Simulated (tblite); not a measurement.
Species: C₅H₁₁ClSi₂.
SMILES with atom numbers: `[CH2:1]=[CH:2][CH2:3]/[CH:4]=[C:5](\[Cl:6])[SiH2:7][SiH3:8]` (hydrogens: H9, H10 on C1; H11 on C2; H12, H13 on C3; H14 on C4; H15, H16 on Si7; H17, H18, H19 on Si8)

Computed with GFN2-xTB (tblite), gas phase: L-BFGS steps from a force-field or distance-geometry start until the largest atomic force falls under 0.01 eV/Å.

Step 12: E = -659.9573 eV
```
atom  x, y, z in Å  |  force x, y, z in eV/Å
C1     -3.4807    1.2119    0.3547    0.005   0.012   0.005
C2     -2.3818    0.9440   -0.3242    0.011  -0.007   0.016
C3     -1.8903   -0.4395   -0.6246    0.012  -0.055  -0.014
C4     -0.6077   -0.7141    0.0994    0.049   0.009  -0.004
C5      0.6001   -0.9196   -0.4101    0.016   0.035   0.047
Cl6     0.8855   -0.8662   -2.1328   -0.083  -0.009   0.071
Si7     2.1727   -1.2163    0.6042    0.001   0.027   0.012
Si8     3.4966    0.6823    0.5967   -0.013  -0.028   0.001
H9     -4.1170    0.4334    0.7422   -0.001  -0.036  -0.012
H10    -3.8008    2.2202    0.5502    0.008   0.044   0.003
H11    -1.7546    1.7404   -0.6990    0.017   0.052  -0.002
H12    -1.7347   -0.5468   -1.6998    0.010  -0.003  -0.020
H13    -2.6400   -1.1640   -0.2976   -0.010  -0.040  -0.024
H14    -0.6820   -0.7352    1.1804   -0.028  -0.019  -0.060
H15     1.6680   -1.5761    1.9360    0.018  -0.019   0.042
H16     2.8127   -2.4205    0.0606   -0.025   0.021  -0.032
H17     3.9868    1.0360   -0.7365   -0.001   0.014  -0.005
H18     2.7821    1.8499    1.1233    0.007   0.000  -0.020
H19     4.6753    0.4897    1.4459    0.007   0.002  -0.006
```

Step 13: E = -659.9583 eV
```
atom  x, y, z in Å  |  force x, y, z in eV/Å
C1     -3.4796    1.2120    0.3541   -0.011   0.012   0.020
C2     -2.3801    0.9439   -0.3232   -0.003  -0.005   0.000
C3     -1.8905   -0.4400   -0.6242    0.015  -0.056  -0.023
C4     -0.6087   -0.7140    0.1000    0.047  -0.001   0.018
C5      0.6004   -0.9175   -0.4061    0.015   0.028  -0.007
Cl6     0.8831   -0.8678   -2.1307   -0.072  -0.005   0.086
Si7     2.1738   -1.2152    0.6060   -0.008  -0.015   0.022
Si8     3.4974    0.6834    0.5961   -0.014  -0.035  -0.006
H9     -4.1158    0.4327    0.7405   -0.002  -0.030  -0.010
H10    -3.7996    2.2204    0.5505    0.010   0.036   0.001
H11    -1.7545    1.7413   -0.6984    0.030   0.043  -0.001
H12    -1.7332   -0.5480   -1.6980    0.014   0.008  -0.059
H13    -2.6408   -1.1659   -0.3018   -0.011  -0.030  -0.002
H14    -0.6851   -0.7361    1.1798   -0.027  -0.015  -0.020
H15     1.6666   -1.5789    1.9381    0.036  -0.008   0.012
H16     2.8093   -2.4216    0.0563   -0.035   0.052  -0.012
H17     3.9878    1.0385   -0.7365   -0.001   0.010  -0.008
H18     2.7838    1.8510    1.1217   -0.002   0.010  -0.013
H19     4.6756    0.4908    1.4448    0.019   0.000   0.003
```

**Question.** Estimate the geometry and energy of step 14. (The exact step hangs on the optimiser's Hessian estimate; all steps are aligned on step 13, rigid shifts and turns removed.)

**Answer.** E = -659.9593 eV, largest force 0.085 eV/Å
```
atom  x, y, z in Å  |  force x, y, z in eV/Å
C1     -3.4786    1.2123    0.3539   -0.013   0.007   0.024
C2     -2.3783    0.9437   -0.3223   -0.012  -0.002  -0.016
C3     -1.8903   -0.4414   -0.6243    0.011  -0.030  -0.031
C4     -0.6091   -0.7139    0.1008    0.018  -0.010   0.029
C5      0.6011   -0.9151   -0.4022    0.010   0.018  -0.036
Cl6     0.8796   -0.8694   -2.1269   -0.051   0.000   0.068
Si7     2.1746   -1.2143    0.6082   -0.013  -0.043   0.030
Si8     3.4980    0.6838    0.5954   -0.006  -0.028  -0.010
H9     -4.1146    0.4315    0.7387    0.000  -0.012  -0.010
H10    -3.7983    2.2213    0.5509    0.013   0.014  -0.002
H11    -1.7538    1.7428   -0.6979    0.027   0.014   0.007
H12    -1.7312   -0.5490   -1.6975    0.014   0.015  -0.076
H13    -2.6419   -1.1682   -0.3060    0.000  -0.015   0.012
H14    -0.6886   -0.7372    1.1791   -0.023  -0.010   0.028
H15     1.6659   -1.5818    1.9403    0.050   0.001  -0.010
H16     2.8051   -2.4217    0.0518   -0.037   0.068   0.001
H17     3.9890    1.0414   -0.7367   -0.004   0.003  -0.007
H18     2.7855    1.8524    1.1198   -0.007   0.013  -0.008
H19     4.6763    0.4920    1.4437    0.023  -0.002   0.007
```

The energy changes by -0.0010 eV. The first-order estimate −F·Δx gives -0.0014 eV and the mean of the old and new forces, exact on a quadratic surface, -0.0010 eV. The step makes an angle of 60° with the force vector and moves no atom by more than 0.006 Å.

What follows is the cost of the whole relaxation. The run took 0.72 s of wall time on one thread of an Arm Neoverse V1, no GPU, shared host.
